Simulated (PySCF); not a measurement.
**Calculated NMR parameters of C=C[Si@](N)(O[SiH3])N(C)C**

- Formula: C4H14N2OSi2
- SMILES: C=C[Si@](N)(O[SiH3])N(C)C
- InChI: InChI=1S/C4H14N2OSi2/c1-4-9(5,7-8)6(2)3/h4H,1,5H2,2-3,8H3/t9-/m1/s1
- Point group of the computed structure: C1
- Degrees of unsaturation: 1
- Carbon signals: 3
- Proton signals: 6

Molfile (atoms numbered from 1):
```
C4H14N2OSi2
     RDKit          3D

 23 22  0  0  0  0  0  0  0  0999 V2000
   -2.3396   -1.8641   -0.7260 C   0  0  0  0  0  0  0  0  0  0  0  0
   -1.5775   -0.7981   -0.9063 C   0  0  0  0  0  0  0  0  0  0  0  0
   -0.4405   -0.0558    0.4046 Si  0  0  2  0  0  4  0  0  0  0  0  0
   -0.6900   -0.5852    2.0332 N   0  0  0  0  0  0  0  0  0  0  0  0
   -0.7386    1.5436    0.5165 O   0  0  0  0  0  0  0  0  0  0  0  0
   -0.7601    3.0298   -0.1079 Si  0  0  0  0  0  4  0  0  0  0  0  0
    1.1715   -0.2909   -0.1459 N   0  0  0  0  0  0  0  0  0  0  0  0
    2.2721    0.4576    0.4077 C   0  0  0  0  0  0  0  0  0  0  0  0
    1.5977   -1.5046   -0.7930 C   0  0  0  0  0  0  0  0  0  0  0  0
   -2.3520   -2.3987    0.2110 H   0  0  0  0  0  0  0  0  0  0  0  0
   -2.9866   -2.2604   -1.4948 H   0  0  0  0  0  0  0  0  0  0  0  0
   -1.6149   -0.3057   -1.8706 H   0  0  0  0  0  0  0  0  0  0  0  0
   -1.4663   -0.2046    2.5496 H   0  0  0  0  0  0  0  0  0  0  0  0
   -0.5755   -1.5620    2.2468 H   0  0  0  0  0  0  0  0  0  0  0  0
   -1.4013    3.0042   -1.4240 H   0  0  0  0  0  0  0  0  0  0  0  0
    0.6137    3.5226   -0.2243 H   0  0  0  0  0  0  0  0  0  0  0  0
   -1.5346    3.8001    0.8632 H   0  0  0  0  0  0  0  0  0  0  0  0
    2.9737    0.7316   -0.3870 H   0  0  0  0  0  0  0  0  0  0  0  0
    2.8170   -0.1242    1.1615 H   0  0  0  0  0  0  0  0  0  0  0  0
    1.8917    1.3611    0.8732 H   0  0  0  0  0  0  0  0  0  0  0  0
    0.7376   -2.0067   -1.2280 H   0  0  0  0  0  0  0  0  0  0  0  0
    2.3127   -1.2716   -1.5881 H   0  0  0  0  0  0  0  0  0  0  0  0
    2.0850   -2.1909   -0.0883 H   0  0  0  0  0  0  0  0  0  0  0  0
  1  2  2  0
  2  3  1  0
  3  4  1  0
  3  5  1  1
  5  6  1  0
  3  7  1  0
  7  8  1  0
  7  9  1  0
  1 10  1  0
  1 11  1  0
  2 12  1  0
  4 13  1  0
  4 14  1  0
  6 15  1  0
  6 16  1  0
  6 17  1  0
  8 18  1  0
  8 19  1  0
  8 20  1  0
  9 21  1  0
  9 22  1  0
  9 23  1  0
M  END
```

[PySCF 2.14: PBE0/pcSseg-1 with gauge-including orbitals; GFN2-xTB structure; in vacuum; non-relativistic Hamiltonian; equivalent nuclei averaged; one computed conformer]

Chemical shifts δ = σref − σ; TMS for ¹H (σref 31.72), ¹³C (σref 186.93), ²⁹Si (σref 349.16); ¹⁵N (σref 267.73) against NH3; H2O for ¹⁷O (σref 336.08), all at this level.

```tsv
carbon	δC, type	δH (multiplicity)	HMBC from (2–3 bonds)	span of the C tensor (ppm)
C1	142.7, CH2	H10 5.97 (m); H11 6.42 (m)	H12	252
C2	145.9, CH	6.55 (m)	H11, H10	253
C8/C9	39.0, CH3	2.65 (s)	H18/H19/H20/H21/H22/H23	60
```

Other nuclei:
| atoms | nucleus | environment | δ (ppm) | σ (ppm) |
| --- | --- | --- | --- | --- |
| H15/H16/H17 | ¹H | hydrogen on a silicon bonded to O | 5.17 | 26.54 |
| H13/H14 | ¹H | hydrogen on a nitrogen bonded to Si | 0.44 | 31.28 |
| Si3 | ²⁹Si | silicon bonded to C, 2 N, O | -40.8 | 390.0 |
| Si6 | ²⁹Si | silicon bonded to O, 3 H | -46.9 | 396.1 |
| N7 | ¹⁵N | nitrogen bonded to 2 C, Si | 36.6 | 231.1 |
| N4 | ¹⁵N | nitrogen bonded to Si, 2 H | 20.7 | 247.1 |
| O5 | ¹⁷O | oxygen bonded to 2 Si | 34.7 | 301.3 |

Carbon types of the structure: 1 × CH, 1 × CH2, 2 × CH3, leaving 5 H on heteroatoms. δC 145.9: alkene CH; an sp2 carbon of a C=C bond. δC 142.7: terminal =CH2 carbon; the olefinic region. δH 6.55: hydrogen on an alkene CH; olefinic region. δH 6.42, 5.97: hydrogen on a terminal =CH2 carbon; a vinylic proton, deshielded by the sp2 carbon and the C=C anisotropy. δH 0.44: hydrogen on a nitrogen bonded to Si; labile proton, position sensitive to the medium.

The OH or NH signal is concentration- and solvent-dependent in practice; the value given is the gas-phase one. Shifts are as computed. Against solution values, carbons near 30 ppm lie about +3 ppm off and those near 130 ppm about +5 ppm. Of 1309 compounds with measured shifts, 239 miss one by over three times the rms of a fit or turn the order of signals round; such compounds aren't used in these exercises. Experimental scales use liquid or dissolved standards, which lie at an offset from isolated NH3 (liquid NH3: subtract about 20 ppm) and H2O (liquid H2O: subtract about 36 ppm). Multiplicities follow the n + 1 count of equivalent neighbours, as no J values were calculated; m marks all less simple cases, F and P coupling included.
